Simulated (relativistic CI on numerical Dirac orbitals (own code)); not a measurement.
**How well does a small relativistic CI reproduce Cr²⁺?**

Calculated at this level of theory: Dirac-Coulomb-Breit CI, KLI orbitals optimised for each configuration, a model potential for QED, valence Slater integrals scaled by 0.85, P86 correlation energy added to each configuration (own radial code, finite nucleus).

Configuration list (outside the closed core [Ar]): 3d4, 3d3.4s, 3d3.4p, 3d2.4s2, 3d3.4d, 3d3.5s, 3d3.5p, 3d2.4s.4p, 3d3.4f, 3d3.5d, 3d3.6s, 3d3.6p, 3d3.5f, 3d3.5g, 3d3.6d, 3d3.6f, 3d2.4p2, 3d2.4s.4d. Levels of other configurations are missing.

```csv
Configuration,Term (tabulated),J,Measured (cm⁻¹),Computed,Error,Purity (%)
3d4,5D,0,0.0,0,0,100
3d4,5D,1,62.2,56,-6,100
3d4,5D,2,183.2,165,-18,100
3d4,5D,3,356.6,322,-34,100
3d4,5D,4,576.1,522,-54,100
3d4,3P2,0,16771.4,18011,1240,99
3d4,3P2,1,17168.6,18365,1196,100
3d4,3H,4,17273.7,16844,-430,99
3d4,3H,5,17396.9,16950,-447,99
3d4,3H,6,17530.7,17065,-466,100
3d4,3P2,2,17851.2,18989,1138,100
3d4,3F2,2,18451.8,19257,805,100
3d4,3F2,3,18511.2,19307,796,98
3d4,3F2,4,18583.4,19374,790,97
3d4,3G,3,20703.6,21173,469,98
3d4,3G,4,20853.0,21307,454,97
3d4,3G,5,20996.0,21431,435,99
3d4,1G2,4,25138.9,26620,1481,99
3d4,3D,3,25726.4,27465,1738,100
3d4,3D,2,25780.9,27513,1732,99
3d4,3D,1,25848.3,27576,1728,100
3d4,1I,6,26014.9,25448,-567,100
3d4,1S2,0,27372.3,30967,3595,100
3d4,1D2,2,32152.0,33075,923,99
3d4,1F,3,37005.2,38373,1368,99
3d4,3F1,4,43286.7,44584,1297,99
3d4,3F1,2,43304.5,44594,1290,99
3d4,3F1,3,43322.2,44612,1290,99
3d4,3P1,2,43442.0,45270,1828,99
3d4,3P1,1,43916.6,45709,1792,99
3d4,3P1,0,44141.4,45918,1776,99
3d3.4s,5F,1,49492.5,49475,-18,100
3d3.4s,5F,2,49628.2,49601,-27,100
3d4,1G1,4,49768.7,50754,985,99
3d3.4s,5F,3,49828.9,49788,-41,100
3d3.4s,5F,4,50091.2,50033,-59,100
3d3.4s,5F,5,50410.1,50331,-79,100
3d3.4s,3F,2,56651.4,56637,-14,99
3d3.4s,3F,3,56993.1,56955,-38,99
3d3.4s,3F,4,57423.4,57358,-65,99
3d3.4s,5P,1,63045.7,64072,1026,100
3d3.4s,5P,2,63174.3,64194,1020,99
3d3.4s,5P,3,63421.9,64427,1005,100
3d4,1D1,2,65763.2,68069,2306,98
3d3.4s,3G,3,65892.4,66113,221,100
3d3.4s,3G,4,66030.0,66239,209,99
3d3.4s,3G,5,66225.1,66419,194,99
3d3.4s,3P †,0,69601.5,71395,1793,99
3d3.4s,1G,4,69659.7,69810,150,90
3d3.4s,3P †,1,69781.9,71296,1514,97
3d3.4s,3P †,2,70191.0,71072,881,94
3d3.4s,3P †,2,70292.9,71489,1196,96
3d3.4s,3P †,1,70345.6,70870,524,95
3d3.4s,3P †,0,70487.0,70676,189,99
3d3.4s,3D,1,70981.3,72516,1534,92
3d3.4s,3D,3,71323.1,72914,1591,100
3d3.4s,3D,2,71323.3,72802,1479,92
3d3.4s,3H,4,71677.2,70979,-698,90
3d3.4s,3H,5,71737.6,70992,-746,99
3d3.4s,3H,6,71870.2,71112,-758,100
3d3.4s,1P,1,73881.5,74737,855,94
3d3.4s,1D,2,74788.9,76448,1659,98
3d3.4s,1H,5,75351.6,74554,-797,99
3d3.4s,3F,4,84374.1,85175,801,100
3d3.4s,3F,3,84484.8,85282,798,100
3d3.4s,3F,2,84572.5,85367,794,100
3d3.4s,1F,3,87770.7,88748,977,99
3d3.4p,5G°,2,93766.2,92979,-787,100
```

Measured levels from Sugar and Corliss, J. Phys. Chem. Ref. Data 6, 317 (1977); pairs were made by configuration, J and term (by order where the table uses no LS term), so strongly mixed levels may be paired wrongly.

Mean error by configuration (cm⁻¹): 3d4 951; 3d3.4s 392; 3d3.4p -787. Over the excited levels the mean absolute error is 867 cm⁻¹ (67 of the 67 excited levels that our extract of the source holds in range could be paired), and the median relative error of those above 1,000 cm⁻¹ is 2.2 %. † marks terms whose computed intervals miss the measured ones by more than a factor of 2.5, or configurations far off the rest, from wrong mixing, a near crossing or a doubtful label or measurement; they are left out of the means.
